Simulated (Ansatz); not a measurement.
Cartesian coordinates in Å:
```
Si 0.415 1.431 0.824
C -1.103 0.293 0.601
N -1.158 -0.761 -0.096
Si 0.092 -1.507 -1.059
H 0.814 1.969 -0.503
H 0.083 2.548 1.746
H 1.541 0.633 1.376
H -2.024 0.585 1.134
H 1.259 -1.881 -0.212
H 0.551 -0.582 -2.132
H -0.471 -2.729 -1.678
```

Total charge 0; spin multiplicity 1.

(1) List the r2SCAN/def2-TZVPP orbital energies in eV (Ansatz 0.2.0). (An estimate is asked.)

Results:

(1) The calculation gave: Occupied: -1791.22, -1791.14, -385.30, -274.66, -141.66, -141.64, -96.54, -96.51, -96.50, -96.49, -96.49, -96.49, -23.65, -16.26, -14.42, -12.81, -11.03, -10.42, -9.96, -9.01, -8.91, -8.71, -8.16, -5.61. Lowest empty: -2.55, -0.36, 0.41, 0.53, 0.93, 1.28, 1.95, 2.02.
